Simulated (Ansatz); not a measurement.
Molecule: sum formula GeOF2 (charge 0, singlet). SMILES: [O]=[Ge]([F])[F]
Coordinates optimised at B3LYP-D3(BJ)/def2-TZVP (Ansatz, a program for electronic structure):
```
Ge
O 1 1.6283
F 1 1.7138 2 129.39
F 1 1.7138 2 129.39 3 -180.00
```
Charge 0, spin multiplicity 1.

Parts of the frozen-core correlation energy in STO-3G (Ansatz, hartree). Frozen orbitals: 17; correlated occupied orbitals by spin: 12 and 12; virtual: 4 and 4. No spin-orbit coupling. Non-relativistic. The restricted reference is unstable.

```csv
term,value
reference (HF),-2321.60052
MP2 opposite-spin,…
MP2 same-spin,-0.03476
CCSD correlation,…
(T),…
FCI minus CCSD(T),-0.00191
T1 diagnostic,0.027
largest doubles amplitude,0.179
```

Problem. Fill in the missing entries.

Solution. 
- MP2 opposite-spin, value: -0.11685
- CCSD correlation, value: -0.16406
- (T), value: -0.01804
